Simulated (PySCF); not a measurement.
# Mayer bond orders and bond lengths

C₅H₁₃ClOSi₂.
Atom-mapped SMILES: `[CH3:1][CH2:2][O:3][CH2:4]/[CH:5]=[C:6](/[Cl:7])[SiH2:8][SiH3:9]` (hydrogens: H10, H11, H12 on C1; H13, H14 on C2; H15, H16 on C4; H17 on C5; H18, H19 on Si8; H20, H21, H22 on Si9)

Geometry (GFN2-xTB, Å), atoms numbered from 1 in this order:
```
atom  x, y, z in Å
C1    -1.1970    2.0755   -0.7450
C2    -1.5516    0.6206   -0.9958
O3    -0.7515   -0.2114   -0.1821
C4    -1.0590   -1.5764   -0.3191
C5    -0.0333   -2.4117    0.3771
C6     1.1934   -1.9722    0.6079
Cl7    2.2906   -3.0199    1.4453
Si8    1.8915   -0.2649    0.1647
Si9    1.3466    1.2622    1.8049
H10   -1.8296    2.7162   -1.3535
H11   -1.3444    2.3180    0.3031
H12   -0.1564    2.2549   -0.9977
H13   -1.3926    0.3655   -2.0557
H14   -2.6133    0.4447   -0.7621
H15   -1.0911   -1.8517   -1.3892
H16   -2.0569   -1.7814    0.1012
H17   -0.3602   -3.4014    0.6676
H18    3.3488   -0.5147    0.1697
H19    1.6166    0.0185   -1.2487
H20    2.3519    1.2723    2.8748
H21    1.3290    2.6371    1.2898
H22    0.0578    1.0395    2.4633
```

Bond orders from the PBE0/pcSseg-1 density (PySCF). Isolated species at its GFN2-xTB geometry (one conformer only).

Task: How far do the computed orders between heavy atoms stray from the drawn ones?

Result: The largest departure is 0.245, at C6–Si8 (drawn single, 0.755). Drawn single, order below 0.88: C6–Si8 (0.755).

Task: Set the Mayer orders of the bonds beside their lengths.

Result: 
| bond | drawn as | length (Å) | Mayer order |
| --- | --- | --- | --- |
| C1–C2 | single | 1.518 | 1.074 |
| C2–O3 | single | 1.412 | 0.891 |
| O3–C4 | single | 1.406 | 0.905 |
| C4–C5 | single | 1.495 | 1.073 |
| C5–C6 | double | 1.323 | 1.841 |
| C6–Cl7 | single | 1.733 | 1.038 |
| C6–Si8 | single | 1.897 | 0.755 |
| Si8–Si9 | single | 2.306 | 0.901 |
| C1–H10 | single | 1.087 | 0.960 |
| C1–H11 | single | 1.086 | 0.952 |
| C1–H12 | single | 1.086 | 0.959 |
| C2–H13 | single | 1.102 | 0.942 |
| C2–H14 | single | 1.101 | 0.945 |
| C4–H15 | single | 1.105 | 0.919 |
| C4–H16 | single | 1.102 | 0.932 |
| C5–H17 | single | 1.082 | 0.944 |
| Si8–H18 | single | 1.479 | 0.932 |
| Si8–H19 | single | 1.467 | 0.943 |
| Si9–H20 | single | 1.468 | 0.938 |
| Si9–H21 | single | 1.468 | 0.926 |
| Si9–H22 | single | 1.464 | 0.941 |

Bonds between the same two heavy elements. C–C: lowest C4–C5 and C1–C2 (1.073, 1.495 Å), highest C5–C6 (1.841, 1.323 Å). C–O: all 2 within 0.02 of one another (0.891 to 0.905). Bonds named together lie within 0.004.

Task: Sum the orders of all bonds at each heavy atom with more than one neighbour and set the sums beside the valence in the SMILES.

Result: C1 3.945 (drawn 4), C2 3.852 (drawn 4), O3 1.796 (drawn 2), C4 3.829 (drawn 4), C5 3.858 (drawn 4), C6 3.634 (drawn 4), Si8 3.531 (drawn 4), Si9 3.706 (drawn 4). Orders between atoms that aren't bonded are not in these sums.

The Mayer order sums products of elements of PS (density times overlap matrix) between the two atoms' basis functions, so it depends on the basis set.
